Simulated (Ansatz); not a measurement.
GeH6O2Si, SMILES `O[SiH2][O][GeH3]`, charge 0, multiplicity 1.

(1) Give a relaxed structure at PBE0-D4/def2-TZVP (Ansatz). (An estimate is asked.)

## Answers

(1) Ansatz gave: 
```xyz
10

O    -1.296   -0.230   -1.693
Si   -0.047   -0.991   -0.942
O     0.816    0.001    0.017
Ge    0.419    0.923    1.486
H    -1.084    0.397   -2.385
H     0.910   -1.536   -1.937
H    -0.700   -2.057   -0.146
H    -0.104    2.301    1.054
H     1.733    1.042    2.268
H    -0.646    0.148    2.279
```
This is one stationary point; other conformers may exist.
